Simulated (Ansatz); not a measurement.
`CB[SiH2]BC` + `N[SiH2]S` → `CB[SiH2]N` + `CB[SiH2]S`  (redistribution)

Gas-phase electronic energies from Ansatz, PBE0-D4/def2-TZVP geometries. CCSD(T)/CBS adds triple-zeta CCSD(T) − MP2 to the extrapolated MP2 energy (def2 sets, frozen cores). DFT in def2-TZVPP. One conformer a species, not always the lowest.

| level | ΔE (kJ/mol) |
| --- | --- |
| r2SCAN-D4 | 22.7 |
| CCSD(T)/def2-TZVPP | 18.3 |
| MP2/def2-QZVPP | 18.9 |
| SCS-MP2/def2-QZVPP | 16.5 |

Problem. What does CCSD(T)/CBS give? (Estimate.)

Solution. Ansatz gave: +18.4 kJ/mol. The listed levels differ from it by 4.3, -0.1, 0.5, -1.9 kJ/mol.

Largest T1 diagnostic among the species: 0.013.

In def2-TZVPP, CCSD(T) changes the Hartree–Fock value by +7.0 kJ/mol (the triples alone add +1.8 kJ/mol) and MP2 by +7.5 kJ/mol.
